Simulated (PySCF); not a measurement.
Job file and geometry (Å, from GFN2-xTB) of an NMR shielding run on `CCCBSC(F)=C(F)F`, C5H8BF3S, GIAO PBE0/pcSseg-1 NMR shielding, non-relativistic, gas phase (PySCF 2.14.0, density-fitted response routines); density fitting, a coarse starting grid and PySCF grid level 2 are the driver's defaults:

```
$ OMP_NUM_THREADS=1 python probes_run.py task.json out

{"job": {"kind": "nmr", "xc": "PBE0", "basis": "pcSseg-1"}, "charge": 0, "multiplicity": 1}
C     -2.039814    -0.607310     1.587811
C     -2.145346    -0.058041     0.170370
C     -1.314780     1.219676    -0.009026
B      0.251072     1.067365    -0.031492
S      0.964039    -0.539368    -0.321582
C      2.706006    -0.244512    -0.341018
F      3.172738     0.915648     0.141556
C      3.576804    -1.148265    -0.788678
F      3.227411    -2.323162    -1.288941
F      4.894644    -0.997534    -0.801882
H     -2.638819    -1.508737     1.691217
H     -2.396713     0.125856     2.308338
H     -1.008730    -0.853070     1.830757
H     -1.804886    -0.817243    -0.537745
H     -3.194045     0.156538    -0.048409
H     -1.620936     1.947510     0.748193
H     -1.593961     1.681583    -0.964279
H      0.956558     1.989385     0.083199
```

Question: What does the program print?

Answer: 
```
coarse grid: 16360 points
cycle   1  E = -916.9254968460  dE =  1.378e+00  |g| = 8.123e-01  |ddm| = 3.854e+00
cycle   2  E = -916.7646080475  dE =  1.609e-01  |g| = 1.262e+00  |ddm| = 1.387e+00
cycle   3  E = -917.0519394424  dE = -2.873e-01  |g| = 9.428e-02  |ddm| = 9.036e-01
cycle   4  E = -917.0532256376  dE = -1.286e-03  |g| = 4.933e-02  |ddm| = 9.711e-02
cycle   5  E = -917.0537075495  dE = -4.819e-04  |g| = 9.485e-03  |ddm| = 4.104e-02
cycle   6  E = -917.0537208645  dE = -1.332e-05  |g| = 3.889e-03  |ddm| = 9.609e-03
cycle   7  E = -917.0537235329  dE = -2.668e-06  |g| = 5.592e-04  |ddm| = 3.153e-03
final grid: 156784 points
cycle   8  E = -917.1316596586  dE = -5.577e-05  |g| = 9.849e-03  |ddm| = 3.481e-02
cycle   9  E = -917.1316467313  dE =  1.293e-05  |g| = 1.254e-02  |ddm| = 1.853e-02
cycle  10  E = -917.1316833418  dE = -3.661e-05  |g| = 1.069e-03  |ddm| = 1.054e-02
cycle  11  E = -917.1316835176  dE = -1.758e-07  |g| = 3.304e-04  |ddm| = 1.050e-03
cycle  12  E = -917.1316835371  dE = -1.951e-08  |g| = 1.199e-04  |ddm| = 3.546e-04
cycle  13  E = -917.1316835404  dE = -3.286e-09  |g| = 3.216e-05  |ddm| = 1.234e-04
cycle  14  E = -917.1316835406  dE = -2.415e-10  |g| = 6.749e-06  |ddm| = 3.221e-05
converged SCF energy = -917.1316835406

GIAO shielding tensors (ppm)
atom      isotropic    diamagn.    paramagn.     s11        s22        s33       span
  0 C      168.937     247.843     -78.906    155.263    165.443    186.104     30.842
  1 C      164.241     248.190     -83.949    159.213    163.783    169.727     10.515
  2 C      155.804     252.115     -96.311    129.450    156.419    181.544     52.094
  3 B       32.193     192.881    -160.689    -29.156      1.180    124.554    153.710
  4 S      376.762    1060.320    -683.558    179.105    452.399    498.781    319.675
  5 C       50.323     256.823    -206.500     12.209     61.585     77.173     64.964
  6 F      349.743     471.551    -121.808    273.865    374.378    400.986    127.121
  7 C       20.173     249.731    -229.558    -40.017     44.121     56.415     96.433
  8 F      289.588     475.211    -185.623    260.073    293.787    314.904     54.832
  9 F      267.503     465.907    -198.404    235.867    279.073    287.570     51.703
 10 H       30.514      28.712       1.802     26.293     27.309     37.939     11.646
 11 H       31.008      29.536       1.472     27.125     28.611     37.287     10.162
 12 H       30.390      31.505      -1.115     24.863     31.424     34.883     10.020
 13 H       29.897      32.744      -2.847     26.190     29.464     34.036      7.846
 14 H       29.991      29.667       0.324     24.692     28.385     36.895     12.203
 15 H       29.851      31.196      -1.345     25.624     28.985     34.944      9.319
 16 H       30.077      30.660      -0.583     25.778     27.628     36.825     11.048
 17 H       24.180      30.168      -5.989     19.804     23.755     28.981      9.177
```

Size and cost of the density-fitted run: 217 basis functions, 99 s wall time on 1 thread of an Intel Xeon, shared host; peak memory 0.95 GiB.
